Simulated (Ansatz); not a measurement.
The molecule ScO, multiplicity 2 (the spin of the measured ground state). No spin–orbit coupling. Sc is treated without relativity.

| level | bond energy D_e (eV) |
|---|---|
| B3LYP/def2-TZVPP | 6.975 |
| PBE0/def2-TZVPP | 6.972 |
| BHLYP/def2-TZVPP | 5.789 |
| CAM-B3LYP/def2-TZVPP | 6.894 |
| wB97X-V/def2-TZVPP | 6.945 |
| wB97M-V/def2-TZVPP | 6.690 |
| CCSD/def2-TZVPP | 6.198 |
| CCSD/def2-QZVPP | 6.328 |
| CCSD(T)/def2-TZVPP | 6.741 |
| CCSD(T)/def2-QZVPP | 6.908 |

The rows run from 5.789 (BHLYP/def2-TZVPP) to 6.975 eV (B3LYP/def2-TZVPP). From def2-TZVPP to def2-QZVPP CCSD(T) changes by 0.167. The 6 functionals in def2-TZVPP without D3 or D4 span 1.186, from BHLYP to B3LYP.

D_e counts from the fitted minimum to each atom's lowest state at the same level, without counterpoise.

Correlated levels freeze the inner cores; with def2 sets outer-core shells near the valence are correlated too.

Programs: Ansatz (a program for electronic structure) with Gaussian orbitals. Values without a source in brackets are computed.
